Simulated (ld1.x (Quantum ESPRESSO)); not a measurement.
**Building the ultrasoft potential for lanthanum (LDA (PZ), scalar-relativistic).**

Input for ld1.x (Quantum ESPRESSO) 7.5:

```
&input
   title='La', zed=57., rel=1, dft='PZ', iswitch=3,
   config='[Xe] 4f0 5d1 6s1 6p0',
   nld=4, rlderiv=3.20, eminld=-5.0, emaxld=5.0, deld=0.02
 /
 &inputp
   pseudotype=3, tm=.true., lloc=-2, rcloc=1.45,
   nlcc=.true., rcore=0.90,
   file_pseudopw='La.UPF', file_wfcaegen='ae.wfc', file_wfcncgen='nc.wfc', file_beta='beta', file_chi='chi', file_wfcusgen='us.wfc'
 /
8
5S  1  0   2.00   0.00  1.95  2.10  0.0
6S  2  0   1.00   0.00  1.95  2.10  0.0
5P  2  1   6.00   0.00  2.30  2.45  0.0
6P  3  1   0.00   0.00  2.30  2.45  0.0
5D  3  2   1.00   0.00  2.20  2.95  0.0
5D  3  2   0.00   0.45  2.20  2.95  0.0
4F  4  3   0.00   0.00  1.30  1.60  0.0
4F  4  3   0.00   1.20  1.30  1.60  0.0
 &test
   configts(1)='4f0 5s2 5p6 5d1 6s1 6p0'
 /
```

Command:

```bash
ld1.x < La.in > La.out
```

The program printed (shortened: banner, matrices, multipoles, cross overlaps and the repeated all-electron block are left out):

```
Program LD1 v.7.5
     --------------------------- All-electron run ----------------------------

     La
     scalar relativistic calculation

     atomic number is 57.00
     dft =PZ   lsd =0 sic =0 latt =0  beta=0.20 tr2=1.0E-14
     Exchange-correlation= PZ
                           (   1   1   0   0   0   0   0)
     mesh =1253 r(mesh) = 100.17801 a.u. xmin = -7.00 dx = 0.01250
     1 Ry =  13.60569312 eV, c = 137.03599908

     n l     nl                  e(Ry)          e(Ha)          e(eV)
     1 0     1S 1( 2.00)     -2845.7329     -1422.8665    -38718.1689
     2 0     2S 1( 2.00)      -453.4608      -226.7304     -6169.6483
     2 1     2P 1( 6.00)      -406.6694      -203.3347     -5533.0193
     3 0     3S 1( 2.00)       -97.3006       -48.6503     -1323.8424
     3 1     3P 1( 6.00)       -82.3576       -41.1788     -1120.5320
     4 0     4S 1( 2.00)       -19.9711        -9.9855      -271.7200
     4 1     4P 1( 6.00)       -15.1071        -7.5535      -205.5421
     3 2     3D 1(10.00)       -60.8305       -30.4153      -827.6418
     5 0     5S 1( 2.00)        -3.3043        -1.6522       -44.9580
     5 1     5P 1( 6.00)        -2.0829        -1.0414       -28.3389
     4 2     4D 1(10.00)        -8.0673        -4.0337      -109.7614
     4 3     4F 1( 0.00)        -0.7704        -0.3852       -10.4820
     5 2     5D 1( 1.00)        -0.6387        -0.3194        -8.6905
     6 0     6S 1( 1.00)        -0.6323        -0.3162        -8.6034
     6 1     6P 1( 0.00)        -0.4084        -0.2042        -5.5569

     final scf error:  6.7E-16 reached in  30 iterations

     Etot =  -16973.294344 Ry,   -8486.647172 Ha, -230933.434124 eV

     Ekin =   17950.153241 Ry,    8975.076621 Ha,  244224.276509 eV
     Encl =  -41065.033734 Ry,  -20532.516867 Ha, -558718.247070 eV
     Eh   =    6534.569594 Ry,    3267.284797 Ha,   88907.348590 eV
     Exc  =    -392.983445 Ry,    -196.491722 Ha,   -5346.812154 eV

     normalization and overlap integrals

     s(1S/1S) =  1.000000  <r> =   0.0251  <r2> =    0.0009  r(max) =   0.0161
     s(2S/2S) =  1.000000  <r> =   0.1075  <r2> =    0.0136  r(max) =   0.0914
     s(2P/2P) =  1.000000  <r> =   0.0943  <r2> =    0.0108  r(max) =   0.0729
     s(3S/3S) =  1.000000  <r> =   0.2856  <r2> =    0.0932  r(max) =   0.2610
     s(3P/3P) =  1.000000  <r> =   0.2835  <r2> =    0.0932  r(max) =   0.2546
     s(4S/4S) =  1.000000  <r> =   0.6545  <r2> =    0.4835  r(max) =   0.6108
     s(4P/4P) =  1.000000  <r> =   0.6936  <r2> =    0.5470  r(max) =   0.6341
     s(3D/3D) =  1.000000  <r> =   0.2601  <r2> =    0.0798  r(max) =   0.2111
     s(5S/5S) =  1.000000  <r> =   1.5527  <r2> =    2.7088  r(max) =   1.4112
     s(5P/5P) =  1.000000  <r> =   1.7986  <r2> =    3.6643  r(max) =   1.5792
     s(4D/4D) =  1.000000  <r> =   0.7680  <r2> =    0.6843  r(max) =   0.6750
     s(4F/4F) =  1.000000  <r> =   1.1646  <r2> =    1.7994  r(max) =   0.7460
     s(5D/5D) =  1.000000  <r> =   2.7729  <r2> =    9.0076  r(max) =   2.1857
     s(6S/6S) =  1.000000  <r> =   4.0062  <r2> =   17.9596  r(max) =   3.5589
     s(6P/6P) =  1.000000  <r> =   4.9593  <r2> =   27.5506  r(max) =   4.4015

     ------------------------ End of All-electron run ------------------------

     --------------------- Generating US pseudopotential ---------------------

      Generating local potential from pseudized AE potential:
      Matching radius rcloc =   1.4500
      Enforcing V''(0)=0 (lloc=-2)

      Local pseudo, rcloc= 1.465 Estimated cut-off energy=    14.56 Ry

      Computing core charge for nlcc:

       r > 0.91 : true rho core
       r < 0.91 : rho core = a sin(br)/r    a=  37.03  b=   2.84

      Integrated core pseudo-charge :  16.58

      Wfc   5S  rcut= 1.929  Using Troullier-Martins method
      Wfc-us  5S rcutus= 2.079  Estimated cut-off energy=    12.15 Ry

      Wfc   6S  rcut= 1.929  Using Troullier-Martins method
      Wfc-us  6S rcutus= 2.079  Estimated cut-off energy=    22.42 Ry

      Wfc   5P  rcut= 2.298  Using Troullier-Martins method
      Wfc-us  5P rcutus= 2.477  Estimated cut-off energy=    13.62 Ry

      Wfc   6P  rcut= 2.298  Using Troullier-Martins method
      Wfc-us  6P rcutus= 2.477  Estimated cut-off energy=    23.92 Ry

      Wfc   5D  rcut= 2.186  Using Troullier-Martins method
      Wfc-us  5D rcutus= 2.950  Estimated cut-off energy=    13.18 Ry

      Wfc   5D  rcut= 2.186  Using Troullier-Martins method
      Wfc-us  5D rcutus= 2.950  Estimated cut-off energy=    20.57 Ry

      Wfc   4F  rcut= 1.293  Using Troullier-Martins method
      Wfc-us  4F rcutus= 1.619  Estimated cut-off energy=    60.30 Ry

      Wfc   4F  rcut= 1.293  Using Troullier-Martins method
      Wfc-us  4F rcutus= 1.619  Estimated cut-off energy=   100.90 Ry

     ------------------- End of pseudopotential generation -------------------

     Computing logarithmic derivative in   3.20022
     Computing logarithmic derivative in   3.20022
     Computing the partial wave expansion
     R is outside the sphere for l=    0 j= 0.00
     R is outside the sphere for l=    0 j= 0.00
     R is outside the sphere for l=    1 j= 0.00
     R is outside the sphere for l=    1 j= 0.00
     R is outside the sphere for l=    2 j= 0.00
     R is outside the sphere for l=    2 j= 0.00
     R is outside the sphere for l=    3 j= 0.00
     R is outside the sphere for l=    3 j= 0.00

     ---------------------- Testing the pseudopotential ----------------------

     La
     scalar relativistic calculation

     atomic number is 57.00   valence charge is 11.00
     dft =PZ   lsd =0 sic =0 latt =0  beta=0.20 tr2=1.0E-14
     mesh =1253 r(mesh) = 100.17801 xmin = -7.00 dx = 0.01250

     n l     nl             e AE (Ry)        e PS (Ry)    De AE-PS (Ry)
     4 3     4F   1( 0.00)       -0.77042       -0.83052        0.06010  !
     1 0     5S   1( 2.00)       -3.30435       -3.34878        0.04443  !
     2 1     5P   1( 6.00)       -2.08287       -2.12343        0.04056  !
     3 2     5D   1( 1.00)       -0.63874       -0.66921        0.03048  !
     2 0     6S   1( 1.00)       -0.63234       -0.56852       -0.06382  !
     3 1     6P   1( 0.00)       -0.40842       -0.38371       -0.02471  !

     eps = 3.8E-15  iter = 26

     Etot =  -16973.294344 Ry,   -8486.647172 Ha, -230933.434124 eV
     Etotps =  -101.329745 Ry,     -50.664873 Ha,   -1378.661421 eV

     Ekin =      19.614990 Ry,       9.807495 Ha,     266.875536 eV
     Encl =    -124.391284 Ry,     -62.195642 Ha,   -1692.429637 eV
     Ehrt =      44.427530 Ry,      22.213765 Ha,     604.467339 eV
     Ecxc =     -48.253918 Ry,     -24.126959 Ha,    -656.528000 eV
     (Ecc =     -37.965910 Ry,     -18.982955 Ha,    -516.552522 eV)
     Epseu=       7.272936 Ry,       3.636468 Ha,      98.953340 eV

     ---------------------- End of pseudopotential test ----------------------
```

Generation and configuration tests took about 2 s on one core of a shared server CPU.

Transferability test of the new file with ld1.x, input:

```
&input
   title='La', zed=57., rel=1, dft='PZ', iswitch=2,
   config='[Xe] 4f0 5d1 6s1 6p0'
 /
 &test
   file_pseudo='La.UPF', nconf=10,
   configts(1)='4f0 5s2 5p6 5d1 6s1 6p0',
   configts(2)='4f0 5s2 5p6 5d1 6s2 6p0',
   configts(3)='4f0 5s2 5p6 5d1 6s0 6p0',
   configts(4)='4f0 5s2 5p6 5d0 6s0 6p0',
   configts(5)='4f0 5s2 5p6 5d0 6s2 6p1',
   configts(6)='4f0 5s2 5p6 5d1 6s0 6p2',
   configts(7)='4f0 5s2 5p6 5d2 6s1 6p0',
   configts(8)='4f1 5s2 5p6 5d0 6s2 6p0',
   configts(9)='4f0 5s2 5p6 5d1 6s1 6p0', lsdts(9)=1,
   configts(10)='4f0 5s2 5p6 5d1 6s2 6p0', lsdts(10)=1
 /
```

```bash
ld1.x < La.test.in > La.test.out
```

Pseudopotential blocks of its output, shortened (energy terms left out):

```
     ---------------------- Testing the pseudopotential ----------------------

     n l     nl             e AE (Ry)        e PS (Ry)    De AE-PS (Ry)
     4 3     4F   1( 0.00)       -0.77042       -0.83052        0.06010  !
     1 0     5S   1( 2.00)       -3.30435       -3.34878        0.04443  !
     2 1     5P   1( 6.00)       -2.08287       -2.12343        0.04056  !
     3 2     5D   1( 1.00)       -0.63874       -0.66921        0.03048  !
     2 0     6S   1( 1.00)       -0.63234       -0.56852       -0.06382  !
     3 1     6P   1( 0.00)       -0.40842       -0.38371       -0.02471  !

     eps = 3.9E-15  iter = 26

     Etot =  -16973.294344 Ry,   -8486.647172 Ha, -230933.434124 eV
     Etotps =  -101.329745 Ry,     -50.664873 Ha,   -1378.661421 eV

     ---------------------- End of pseudopotential test ----------------------

          ---------------------- Testing the pseudopotential ----------------------

     n l     nl             e AE (Ry)        e PS (Ry)    De AE-PS (Ry)
     4 3     4F   1( 0.00)       -0.33673       -0.42945        0.09272  !
     1 0     5S   1( 2.00)       -2.87124       -2.95234        0.08110  !
     2 1     5P   1( 6.00)       -1.65189       -1.72852        0.07663  !
     3 2     5D   1( 1.00)       -0.23578       -0.29324        0.05747  !
     2 0     6S   1( 2.00)       -0.28060       -0.25026       -0.03034  !
     3 1     6P   1( 0.00)       -0.10394       -0.10420        0.00026

     eps = 6.9E-15  iter = 28

     Etot =  -16973.747311 Ry,   -8486.873655 Ha, -230939.597060 eV
     Etotps =  -101.736421 Ry,     -50.868210 Ha,   -1384.194520 eV
     dEtot_ae =      -0.452967 Ry
     dEtot_ps =      -0.406675 Ry,   Delta E=      -0.046292 Ry

     ---------------------- End of pseudopotential test ----------------------

          ---------------------- Testing the pseudopotential ----------------------

     n l     nl             e AE (Ry)        e PS (Ry)    De AE-PS (Ry)
     4 3     4F   1( 0.00)       -1.27271       -1.28299        0.01028  !
     1 0     5S   1( 2.00)       -3.80471       -3.79800       -0.00671  !
     2 1     5P   1( 6.00)       -2.57831       -2.57042       -0.00789  !
     3 2     5D   1( 1.00)       -1.09270       -1.08659       -0.00611  !
     2 0     6S   1( 0.00)       -1.00601       -0.89100       -0.11501  !
     3 1     6P   1( 0.00)       -0.73148       -0.66375       -0.06773  !

     eps = 1.1E-15  iter = 15

     Etot =  -16972.474675 Ry,   -8486.237338 Ha, -230922.281970 eV
     Etotps =  -100.596183 Ry,     -50.298092 Ha,   -1368.680798 eV
     dEtot_ae =       0.819668 Ry
     dEtot_ps =       0.733562 Ry,   Delta E=       0.086106 Ry

     ---------------------- End of pseudopotential test ----------------------
```

The test run then stopped with an error in chargeps: “negative rho”.
